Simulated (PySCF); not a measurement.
# Reading the logs of faulty runs: BGeH2N

Calculated results; nothing here was measured. They come from PySCF 2.14.0, an open-source quantum chemistry program, on an isolated molecule that a program drew, which may never have been made. The molecule is BGeH2N (charge 0, singlet), drawn as the SMILES string `N=[B][GeH]`.

Each row is a Hartree-Fock (HF) and frozen-core CCSD(T) single point in the cc-pVDZ basis, meant for a local HF minimum. Run 1 is clean. Each other run has one planted mistake out of seven kinds, and not every kind appears here: one electron removed, one electron added, multiplicity raised by two, geometry at a saddle point, minimal basis STO-3G, one bond length entered in bohr, all coordinates scaled. The reference is restricted for singlets and unrestricted otherwise, and also for a bond in bohr. Adding or removing an electron swaps singlet and doublet. Electrons count all cores. HOMO and LUMO are orbital energies over both spins, the gradient is its largest component, and the lowest frequency (negative if imaginary) is given only where the gradient is small. Bond lengths are over the 4 bonds as drawn. T1 is the CCSD diagnostic: over 0.02 (restricted) or 0.045 (unrestricted) a single reference is doubtful. Germanium has the cc-pVDZ-PP basis, with a core potential (ECP10MDF) in place of its 10 inner electrons, and its 3s, 3p and 3d shells are frozen in CCSD(T).

Geometry of the clean run:
```xyz
5
BGeH2N, angstrom
N    -0.6692   -0.8791   -1.1437
B    -0.0602   -1.7678   -1.7411
Ge    0.8683   -3.3025   -2.8586
H    -1.1408   -0.1662   -0.6527
H     2.1579   -3.2995   -1.9456
```

| run | electrons | basis functions | <S^2> | HOMO (eV) | LUMO (eV) | gradient (hartree/bohr) | lowest frequency (cm^-1) | mean bond (Å) | longest bond (Å) | T1 | HF (hartree) | CCSD(T) (hartree) | mistake |
|---|---|---|---|---|---|---|---|---|---|---|---|---|---|
| 1 | 46 | 61 | 0.000 | -9.30 | -0.18 | 1.0e-05 | 237 | 1.4778 | 2.113 | 0.0191 | -373.65052 | -374.01020 | no fault |
| 2 | 46 | 61 | 0.000 | -9.22 | -0.13 | 2.7e-02 | - | 1.4482 | 2.071 | 0.0182 | -373.64832 | -374.00476 | all coordinates scaled |
| 3 | 47 | 61 | 0.763 | -1.40 | 7.07 | 3.0e-02 | - | 1.4778 | 2.113 | 0.0175 | -373.67883 | -374.04259 | one electron added |
| 4 | 45 | 61 | 0.832 | -16.04 | -7.54 | 3.8e-02 | - | 1.4778 | 2.113 | 0.0393 | -373.34100 | -373.68000 | one electron removed |
| 5 | 46 | 61 | 1.021 | -9.48 | -0.07 | 4.5e-02 | - | 1.6970 | 2.113 | 0.0951 | -373.47778 | -373.84262 | ? |

**Which mistake was planted in run 5, and what did it cost?**

The mean bond changes by a factor of 1.148 and the longest by 1.000, so the molecule wasn't scaled as a whole. A length L in bohr read as angstrom grows by (1/0.5292 - 1) L = 0.890 L. The 4 bonds together grew by 4 x 0.2192 = 0.877 Å, which gives L = 0.985 Å. That is bond N1-H4, 0.986 Å in the clean geometry. So the mistake is: one bond length entered in bohr. Subtracting run 1 and multiplying by 627.51 kcal/mol a hartree, the energy moved by 108.4 kcal/mol in HF and 105.2 kcal/mol in CCSD(T).

Cautions from the logs. Run 5: T1 is over the limit, so its CCSD(T) energy is less reliable.
